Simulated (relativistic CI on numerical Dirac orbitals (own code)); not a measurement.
# Judd-Ofelt analysis for Tm4+

Method of calculation: Dirac-Coulomb-Breit CI, orbitals from a KLI potential per configuration, model QED, unscaled Slater integrals (own radial code, finite nucleus).

Configuration 4f11 alone, in intermediate coupling. Take Ω₂ = 0.3, Ω₄ = 1.4, Ω₆ = 3.23 (10⁻²⁰ cm²) and refractive index n = 2.1 as given. A_ED = 64π⁴e²ν³ n(n² + 2)²/[27h(2J + 1)] Σ Ω_λ |U^λ|², in Gaussian units with ν in cm⁻¹, and A_MD is n³ times the free-ion magnetic-dipole rate; a dash marks a rate that is forbidden or under 2 % of the level's free-ion decay.

Emitting level 4I°_11/2 at 11995 cm⁻¹ (radiative decay alone: multiphonon quenching in a host is left out, and the level can lie too high or too low):

```csv
To,ν (cm⁻¹),U² squared,U⁴ squared,U⁶ squared,Free-ion A(M1) (s⁻¹)
4I°_15/2,11995,0.0117,0.0006,0.4115,-
4I°_13/2,4454,0.0292,0.1545,1.1016,4.3
```

Task: Give the rates, branching ratios and the radiative lifetime.

Result: The rates are:

```tsv
To	λ (nm)	A_ED (s⁻¹)	A_MD (s⁻¹)	β (%)
4I°_15/2	834	1330	0	85.1
4I°_13/2	2245	193	39.8	14.9
```

τ_rad = 6.40e-04 s. Computed level positions enter as ν³, so measured ones would change the rates. For the strongest line (834 nm) and an assumed effective width Δλ = 21 nm (300 cm⁻¹), the Füchtbauer-Ladenburg formula σ = λ⁴A/(8πcn²Δλ) gives a peak emission cross-section of 0.93 × 10⁻²⁰ cm².
